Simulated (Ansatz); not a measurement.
A nudged elastic band was laid between two geometries of ClH3Sn + FH (7 atoms, charge 0, multiplicity 1).

The calculation used Ansatz, RKS BHLYP/def2-SVP.

```
movable images  : 9
climbing image  : yes
spring          : 5.0 eV/Å²
optimiser       : quadratic models (default)
start path      : through a guess of the saddle point
force threshold : 0.03 eV/Å
iteration limit : 49
end points      : relaxed
```

Image 0:

```xyz
7
Properties=species:S:1:pos:R:3
Sn 0.205 0.000 -0.118
Cl 0.143 0.000 2.277
H 1.871 0.000 -0.461
H -0.554 1.432 -0.607
H -0.554 -1.432 -0.607
F -2.647 0.000 1.198
H -2.037 0.000 1.891
```

Image 10:

```xyz
7
Properties=species:S:1:pos:R:3
Sn -0.301 0.000 -0.602
Cl -0.401 0.000 3.563
H 1.176 0.000 0.227
H -0.624 1.426 -1.463
H -0.624 -1.426 -1.463
F -1.658 0.000 0.810
H -1.143 0.000 2.502
```

Task: What changes between the two ends?

Result: Bonds broken: Sn1–Cl2, F6–H7. Bonds formed: Sn1–F6, Cl2–H7. ClH3Sn + FH becomes ClH + FH3Sn.

Task: Give the energies along the band, and the barrier.

Result: The forces met the threshold. The highest image is number 5 of 0 to 10, 1.03 eV above the first end and 0.65 eV above the last; the last end lies 0.39 eV above the first. A vibrational analysis at the climbing image gives 2 clearly imaginary modes (586i, 138i cm⁻¹): a point of higher order. A lower path may pass nearby, or the ends, which weren't checked, may share the extra mode. The orbitals stay closed-shell, which can raise the energy where a bond breaks towards radicals; this wasn't checked here.

| image | path coordinate (Å) | energy (eV) | Sn1–Cl2 (Å) | F6–H7 (Å) | Sn1–F6 (Å) |
| --- | --- | --- | --- | --- | --- |
| 0 | 0.00 | 0.00 | 2.40 | 0.92 | 3.14 |
| 1 | 0.31 | 0.04 | 2.41 | 0.93 | 2.87 |
| 2 | 0.62 | 0.19 | 2.45 | 0.94 | 2.64 |
| 3 | 0.92 | 0.47 | 2.55 | 0.96 | 2.43 |
| 4 | 1.23 | 0.82 | 2.73 | 1.01 | 2.26 |
| 5 | 1.54 | 1.03 | 2.92 | 1.17 | 2.12 |
| 6 | 1.86 | 0.85 | 3.14 | 1.41 | 2.03 |
| 7 | 2.17 | 0.61 | 3.39 | 1.56 | 1.99 |
| 8 | 2.49 | 0.46 | 3.65 | 1.65 | 1.97 |
| 9 | 2.80 | 0.39 | 3.92 | 1.74 | 1.96 |
| 10 | 3.12 | 0.39 | 4.17 | 1.77 | 1.96 |

Task: What is the geometry of the highest image?

Result: 
```xyz
7
Properties=species:S:1:pos:R:3
Sn -0.226 0.000 -0.228
Cl -0.027 0.000 2.688
H 1.442 0.000 0.073
H -0.722 1.448 -0.958
H -0.722 -1.448 -0.958
F -1.971 0.000 0.985
H -1.346 0.000 1.972
```

Time of the run: 4.8 min on 1 thread of Arm Neoverse V2, on a shared host, peak memory 0.17 GiB.
